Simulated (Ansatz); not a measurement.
Reaction (redistribution): `[SiH3][CH2][GeH2][SH]` + `O[SiH2]C[SiH2]O` → `O[SiH2][GeH2][SH]` + `O[SiH2]CC[SiH3]`

Gas-phase electronic energies from Ansatz, PBE0-D4/def2-TZVP geometries. CBS: MP2 limit from def2 TZ/QZ plus the TZ coupled-cluster correction, frozen cores. DFT in def2-TZVPP. B3LYP here is the variant with VWN-RPA as its local correlation; programs differ in this. For Ge outer-core shells are correlated without core-valence functions, which leaves a few kJ/mol of doubt a bond. Scalar relativity is left out up to krypton. One conformer a species, not always the lowest.

(1) Is it downhill or uphill in electronic energy at CCSD(T)/CBS, and by how much? (Best estimate.)

(2) What do these levels give: PBE-D4, B3LYP-D4, ωB97M-V, B2PLYP, PBE0, B3LYP, HF/def2-TZVPP, SCS-MP2/def2-TZVPP, CCSD(T)/def2-TZVPP, HF/def2-QZVPP, MP2/CBS(def2), CCSD/CBS(def2)? (An estimate is asked.)

Largest T1 diagnostic among the species: 0.012.

Answers

(1) Computed: Uphill: ΔE = +75.9 kJ/mol.

(2) Computed: PBE-D4 58.9, B3LYP-D4 65.2, ωB97M-V 75.6, B2PLYP 71.2, PBE0 63.5, B3LYP 62.0, HF/def2-TZVPP 72.0, SCS-MP2/def2-TZVPP 80.2, CCSD(T)/def2-TZVPP 76.8, HF/def2-QZVPP 71.3, MP2/CBS(def2) 84.0, CCSD/CBS(def2) 74.8 kJ/mol.

The D4 term adds +3.1 kJ/mol with B3LYP and +1.4 kJ/mol with PBE0; it sums over pairs of atoms, weighted by their polarisabilities, and B3LYP, whose exchange is more repulsive, gets the larger term. From PBE to PBE0 (25 % exact exchange), in def2-TZVPP and without D4, ΔE moves by +6.4 kJ/mol. In def2-TZVPP, CCSD(T) changes the Hartree–Fock value by +4.9 kJ/mol (the triples alone add +1.0 kJ/mol) and MP2 by +13.0 kJ/mol.
